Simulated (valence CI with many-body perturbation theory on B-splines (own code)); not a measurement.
Sb I: electric-dipole lines

Method: valence CI with perturbative core correlation (CI+MBPT): five valence electrons over a frozen Dirac-Fock core [Kr] 4d10, a basis of 9 s, 9 p, 8 d, 6 f, 3 g, 1 h functions for each j, with the one-electron correlation potential Σ1 (screened to all orders), the two-electron term Σ2, the three-electron term Σ3, Breit, model QED; selected single and double excitations, second order for the rest, scaled by the run's own slope (own B-spline code, finite nucleus).

Set against measurement, 19 paired levels are off by 60 cm⁻¹ on average, the worst by 198. These come from a selection out of the NIST Handbook of Basic Atomic Spectroscopic Data. Levels without a partner in it may be off by more. Among the levels kept, up to 1600 cm⁻¹ of a level comes from second order outside the variational space, and about a tenth of that is noise between levels of different J, which matters for small intervals.

Lines 151 to 200 of 272 in falling wavelength, among levels below 63755 cm⁻¹, chosen from the strongest by gf and those to the six lowest levels. Wavelengths and rates use the calculated energies, so an error of 60 cm⁻¹ moves a line at 272.1 nm by 0.16 % and its rate by three times that or more. Electric multipoles are in the length gauge, E1 and E2 with the static RPA response of the core. Weak lines are less certain than strong ones. Lines between different terms over intervals too small for the method are left out, as are lines whose strength nearly cancels. The highest levels of a list are the least certain.

Names give the largest LS component (configuration and term), which can be under half, so a name can repeat, a term be missing and a line seem to break the LS rules; names also repeat where a configuration has a term twice. Letters in brackets count levels of one name in rising energy.

```tsv
λ vac (nm)	λ from measured levels	Upper	Lower	A (s⁻¹)	S (a.u.)
272.1	272.0	5s²5p²6s ²D_3/2 [a]	5s²5p³ ²P°_3/2	1.57e+07	6.26e-01
270.0	269.3	5s²5p²5d ⁴F_3/2	5s²5p³ ²P°_1/2	4.47e+06	1.74e-01
268.4	268.4	5s²5p²6s ²D_5/2	5s²5p³ ²P°_3/2	1.32e+07	7.55e-01
267.0	267.1	5s²5p²6s ⁴P_3/2	5s²5p³ ²D°_3/2	6.30e+06	2.37e-01
266.0	265.3	5s²5p²6s ²D_3/2 [b]	5s²5p³ ²P°_3/2	3.98e+07	1.48e+00
262.5	261.5	5s²5p²5d ⁴P_1/2	5s²5p³ ²P°_3/2	1.35e+06	2.42e-02
261.9		5s²5p²5d ²P_3/2	5s²5p³ ²P°_3/2	4.79e+07	1.70e+00
259.8	259.9	5s²5p²6s ⁴P_5/2	5s²5p³ ²D°_5/2	2.33e+07	1.21e+00
259.8	259.9	5s²5p²6s ²P_1/2	5s²5p³ ²D°_3/2	2.47e+08	4.27e+00
257.8	257.5	5s²5p²6s ²D_3/2 [a]	5s²5p³ ²P°_1/2	8.82e+06	2.98e-01
256.4		5s²5p²7s ⁴P_1/2 [a]	5s²5p³ ²P°_3/2	3.73e+06	6.20e-02
253.0		5s²5p²7s ⁴P_1/2 [b]	5s²5p³ ²P°_3/2	2.10e+06	3.35e-02
252.9	252.9	5s²5p²6s ²P_3/2	5s²5p³ ²D°_5/2	2.16e+08	6.88e+00
252.3	251.5	5s²5p²6s ²D_3/2 [b]	5s²5p³ ²P°_1/2	1.38e+06	4.37e-02
251.1	251.1	5s²5p²6s ⁴P_5/2	5s²5p³ ²D°_3/2	3.18e+05	1.49e-02
249.1	248.1	5s²5p²5d ⁴P_1/2	5s²5p³ ²P°_1/2	9.02e+06	1.38e-01
248.9		5s²5p²5d ⁴D_3/2	5s²5p³ ²P°_3/2	1.65e+06	5.02e-02
248.6		5s²5p²5d ²P_3/2	5s²5p³ ²P°_1/2	1.92e+07	5.82e-01
248.1		5s²5p²5d ⁴D_5/2	5s²5p³ ²P°_3/2	1.54e+06	6.97e-02
244.6	244.6	5s²5p²6s ²P_3/2	5s²5p³ ²D°_3/2	7.04e+06	2.03e-01
243.6		5s²5p²7s ⁴P_1/2 [a]	5s²5p³ ²P°_1/2	1.20e+07	1.71e-01
242.6		5s²5p²5d ²P_1/2	5s²5p³ ²P°_3/2	1.34e+07	1.89e-01
240.6		5s²5p²7s ⁴P_1/2 [b]	5s²5p³ ²P°_1/2	6.45e+06	8.87e-02
238.8		5s²5p²5d ²D_5/2 [a]	5s²5p³ ²P°_3/2	1.65e+07	6.67e-01
237.8		5s²5p²5d ²D_3/2 [a]	5s²5p³ ²P°_3/2	1.95e+07	5.17e-01
236.8		5s²5p²5d ⁴D_3/2	5s²5p³ ²P°_1/2	3.48e+06	9.11e-02
236.2		5s²5p²7s ⁴P_3/2	5s²5p³ ²P°_3/2	3.98e+06	1.03e-01
234.1		5s²5p²7s ²P_1/2	5s²5p³ ²P°_3/2	4.82e+06	6.10e-02
232.1		5s²5p²5d ²D_5/2 [b]	5s²5p³ ²P°_3/2	1.10e+07	4.07e-01
231.2	231.2	5s²5p²6s ⁴P_1/2	5s²5p³ ⁴S°_3/2	1.60e+08	1.95e+00
231.1		5s²5p²5d ²P_1/2	5s²5p³ ²P°_1/2	6.64e+07	8.10e-01
230.7		5s²5p²5d ²D_3/2 [b]	5s²5p³ ²P°_3/2	3.87e+07	9.38e-01
230.4	229.4	5s²5p²5d ⁴P_5/2	5s²5p³ ²D°_5/2	5.06e+06	1.83e-01
229.5	229.0	5s²5p²5d ⁴F_3/2	5s²5p³ ²D°_5/2	7.10e+06	1.69e-01
227.6		5s²5p²6d ⁴F_5/2	5s²5p³ ²P°_3/2	5.95e+06	2.08e-01
226.8		5s²5p²5d ²D_3/2 [a]	5s²5p³ ²P°_1/2	5.66e+07	1.30e+00
225.5		5s²5p²8s ⁴P_1/2	5s²5p³ ²P°_3/2	2.49e+05	2.82e-03
225.3		5s²5p²7s ⁴P_3/2	5s²5p³ ²P°_1/2	4.68e+05	1.06e-02
224.0		5s²5p²6d ⁴F_3/2	5s²5p³ ²P°_3/2	5.21e+05	1.16e-02
223.5	222.6	5s²5p²5d ⁴P_5/2	5s²5p³ ²D°_3/2	7.89e+06	2.61e-01
223.4		5s²5p²7s ²P_1/2	5s²5p³ ²P°_1/2	4.12e+07	4.53e-01
222.7		5s²5p²7s ⁴P_5/2	5s²5p³ ²P°_3/2	9.45e+04	3.09e-03
222.6	222.1	5s²5p²5d ⁴F_3/2	5s²5p³ ²D°_3/2	1.85e+07	4.03e-01
221.7		5s²5p²7s ²P_3/2	5s²5p³ ²P°_3/2	1.73e+06	3.72e-02
221.4	220.9	5s²5p²5d ⁴F_5/2	5s²5p³ ²D°_5/2	2.16e+07	6.95e-01
221.0		5s²5p²6d ⁴D_1/2	5s²5p³ ²P°_3/2	5.41e+06	5.76e-02
220.6	220.4	5s²5p²6s ²D_3/2 [a]	5s²5p³ ²D°_5/2	8.36e+05	1.77e-02
220.4		5s²5p²5d ²D_3/2 [b]	5s²5p³ ²P°_1/2	1.20e+08	2.52e+00
218.2	218.0	5s²5p²6s ²D_5/2	5s²5p³ ²D°_5/2	1.63e+08	5.02e+00
217.6	217.6	5s²5p²6s ⁴P_3/2	5s²5p³ ⁴S°_3/2	1.67e+08	3.40e+00
```
